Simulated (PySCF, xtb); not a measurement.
System: O2Ti, singlet: symmetric bend, bond length relaxed. Scanned: O-Ti-O angle. Other coordinates (Ti-O bond length) were minimised at PBE0/def2-TZVP.

- GFN1-xTB (xtb)
- CCSD(T) on RHF/def2-TZVP, 7 core orbitals frozen (PySCF)

Energies relative to the lowest point of each profile, in mEh:

```json
[
 {"a / °": "180", "GFN1-xTB": "16.6"},
 {"a / °": "170", "GFN1-xTB": "15.5"},
 {"a / °": "160", "GFN1-xTB": "12.4"},
 {"a / °": "150", "GFN1-xTB": "8.4"},
 {"a / °": "140", "GFN1-xTB": "4.3"},
 {"a / °": "130", "GFN1-xTB": "1.1"},
 {"a / °": "120", "GFN1-xTB": "0.0"},
 {"a / °": "110", "GFN1-xTB": "2.2"},
 {"a / °": "100", "GFN1-xTB": "10.0"},
 {"a / °": "90", "GFN1-xTB": "27.0"},
 {"a / °": "80", "GFN1-xTB": "59.1"}
]
```

Question: Predict the corresponding CCSD(T) column.

Answer: 180: 63.7; 170: 59.7; 160: 49.3; 150: 35.7; 140: 21.7; 130: 9.7; 120: 1.9; 110: 0.0; 100: 6.0; 90: 22.6; 80: 54.4 (mEh).
